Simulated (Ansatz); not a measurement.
Computed with Ansatz on PBE0-D4/def2-TZVP structures; ΔE is electronic, products minus reactants. CCSD(T)/CBS is the MP2 limit (def2-TZVPP, def2-QZVPP) plus CCSD(T) − MP2 in def2-TZVPP, frozen cores. This one scheme is used for every species. Functionals use def2-TZVPP. Each species was taken in one conformer, which may not be the lowest.

Reaction (hydrogenolysis of the Si–Si bond): `C[SiH](C)[SiH2]F` + H₂ → `C[SiH2]C` + `F[SiH3]`

`C[SiH](C)[SiH2]F`:

Cartesian coordinates in Å:
```
C 0.726 -1.422 0.976
Si 0.545 0.165 -0.009
C -0.173 1.541 1.045
Si -0.798 -0.197 -1.897
F -2.275 -0.648 -1.427
H 1.361 -1.261 1.851
H -0.248 -1.775 1.323
H 1.176 -2.212 0.371
H 1.882 0.583 -0.530
H -1.175 1.279 1.394
H 0.454 1.722 1.922
H -0.245 2.474 0.482
H -0.270 -1.280 -2.774
H -0.960 1.029 -2.726
```

H₂:

```xyz
2

H     0.007    0.128   -0.350
H    -0.007   -0.128    0.350
```

`C[SiH2]C`:

Z-matrix (Å, degrees):
```
C
Si 1 1.872
H 1 1.093 2 110.9
H 1 1.092 2 111.0 3 120.0
H 1 1.093 2 110.9 3 -120.0
C 2 1.872 1 111.5 3 60.0
H 2 1.491 1 109.5 3 -178.7
H 2 1.491 1 109.5 3 -61.3
H 6 1.092 2 111.0 1 -180.0
H 6 1.093 2 110.9 1 -60.0
H 6 1.093 2 110.9 1 60.0
```

`F[SiH3]`:

Cartesian coordinates in Å:
```
F 0.465 0.891 -1.192
Si -0.012 -0.023 0.031
H -0.589 0.857 1.074
H 1.167 -0.750 0.557
H -1.031 -0.975 -0.469
```

| level | ΔE (kJ/mol) |
| --- | --- |
| PBE0-D4 | -18.3 |
| BHLYP-D4 | -34.3 |
| ωB97M-V | -32.0 |
| PBE | -18.4 |
| PBE0 | -25.5 |
| RPA@PBE/def2-TZVPP | -35.4 |
| SCS-MP2/def2-QZVPP | -37.5 |
| CCSD/CBS(def2) | -34.0 |

Question: What does CCSD(T)/CBS give? (Estimate.)

Answer: The calculation gave: -28.5 kJ/mol. The listed levels differ from it by 10.2, -5.8, -3.5, 10.1, 3.0, -6.9, -9.0, -5.5 kJ/mol.

Largest T1 diagnostic among the species: 0.011.

From r2SCAN to r2SCAN0 (25 % exact exchange), in def2-TZVPP and without D4, ΔE moves by −5.4 kJ/mol. In def2-TZVPP, CCSD(T) changes the Hartree–Fock value by +30.3 kJ/mol (the triples alone add +5.5 kJ/mol) and MP2 by +29.8 kJ/mol.
